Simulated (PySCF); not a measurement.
C2H8GeTe (SMILES CC[Te][GeH3]), singlet, at a GFN2-xTB geometry (core potentials on Te).

Here is a job for PySCF.
```python
from pyscf import gto, scf, dft

mol = gto.Mole()
mol.atom = '''
    Te    0.447874    0.221855    0.858271
    C     1.769133   -0.787231   -0.546415
    C     1.937536   -0.031071   -1.844384
    H     1.364909   -1.779132   -0.732670
    H     2.722853   -0.898294   -0.039385
    H     2.339976    0.964218   -1.666614
    H     0.979803    0.070488   -2.356405
    H     2.621631   -0.564581   -2.504378
    Ge   -1.546807   -0.117998   -0.626794
    H    -1.433810   -1.384155   -1.427870
    H    -2.826426   -0.221025    0.145319
    H    -1.800586    0.961748   -1.645883
'''
mol.basis = 'def2-svpd'
mol.ecp = {'Te': 'def2-svpd'}
mol.charge = 0
mol.spin = 0
mol.verbose = 4
mol.max_memory = 1800
mol.build()

mf = dft.RKS(mol)
mf.xc = 'pbe0'
mf = mf.density_fit(auxbasis='def2-universal-jkfit')
mf.kernel()
```

Question: What is the computed number of basis functions (DF-PBE0/def2-SVPD (PySCF))?

Answer: 177

Question: Give the total energy at the level DF-PBE0/def2-SVPD.

Answer: -2425.3848 Eh

Question: Give the Mulliken (on the basis functions themselves) charges in atom order at the level DF-PBE0/def2-SVPD.

Answer: Te1 0.16, C2 -0.60, C3 0.38, H4 0.06, H5 0.02, H6 0.01, H7 -0.06, H8 0.06, Ge9 -0.41, H10 0.12, H11 0.13, H12 0.14

Question: What is the computed HOMO-LUMO gap (DF-PBE0/def2-SVPD)?

Answer: 5.19 eV

Question: Give the dipole moment at the level DF-PBE0/def2-SVPD.

Answer: 1.38 D

Question: Roughly what does it cost on one core?

Answer: about 30 core-seconds (a rough figure).
